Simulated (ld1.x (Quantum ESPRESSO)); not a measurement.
**Ta (Z = 73): one change to a PAW potential, before and after**

ld1.x (Quantum ESPRESSO) 7.5 input, shortened:

```
&input
   title='Ta', zed=73., rel=1, dft='PBESOL', iswitch=3,
   config='[Xe] 4f14 5d3 6s1.5 6p0'
 /
 &inputp
   pseudotype=3, lpaw=.true., tm=.true., lloc=-1, rcloc=3.20,
   nlcc=.true., new_core_ps=.true., rcore=1.60,
   which_augfun='BESSEL', rmatch_augfun=1.75
 /
6
6S  1  0   1.50   0.00  2.15  2.90  0.0
6S  1  0   0.00   0.55  2.15  2.90  0.0
6P  2  1   0.00   0.00  3.10  3.70  0.0
6P  2  1   0.00   0.65  3.10  3.70  0.0
5D  3  2   3.00   0.00  2.20  2.90  0.0
5D  3  2   0.00  -0.15  2.20  2.90  0.0
 &test
   configts(1)='5d3 6s1.5 6p0'
 /
```

Change: all radii but the core radius scaled by about 1.12 (s 3.24, p 4.12, d 3.24 bohr, rcut 2.40/3.46/2.46); local potential all-electron potential smoothed inside 3.58 bohr (lloc = -1); augmentation BESSEL, radius 1.96 bohr.

Cutoffs: the cutoffs (Ry, on a coarse ladder) from which the occupation-weighted sum of valence levels, in a spherical-Bessel basis at the reference potential, stays within 10 and 1 mRy of its value at 400 Ry; they do not see the model core or the augmentation charge, which bear on the density cutoff. Errors are all-electron minus pseudo energies relative to the spin-unpolarised reference configuration.

Problem. What does the change do?

Solution. The potential gets softer (10 Ry and 15 Ry → 8 Ry and 10 Ry); of the 7 tests that both files solve, the error grows in 1 and shrinks in 1 by more than 15 % and 0.3 meV (median size 18.1 → 17.5 meV); neither file shows a bound ghost. A larger radius leaves more room for a smooth pseudo-wave, so fewer plane waves are needed.

```tsv
quantity	base	changed
cutoff, loose	10 Ry	8 Ry
cutoff, tight	15 Ry	10 Ry
loose cutoff by channel (10 mRy a level)	s 6 Ry, d 10 Ry	s 6 Ry, d 8 Ry
bound ghosts	none	none
error for 5d3 6s2 6p0, meV [ΔE -3.48 eV]	+1.2	+1.7
error for 5d3 6s1 6p0, meV [ΔE 5.03 eV]	-2.1	-1.8
error for 5d3 6s0 6p0, meV [ΔE 20.00 eV]	-18	-18
error for 5d3 6s0 6p2, meV [ΔE 5.19 eV]	-5.3	-5.5
error for 5d4 6s1 6p0, meV [ΔE -1.38 eV]	-22	-20
error for 5d1 6s0 6p0, meV [ΔE 78.65 eV]	-1026	-1048
error for 5d2 6s2 6p0, meV [ΔE 4.25 eV]	-40	-18
lowest overlap eigenvalue by channel	s 0.41, p 0.54, d 1.00	s 0.42, p 0.55, d 0.52
```
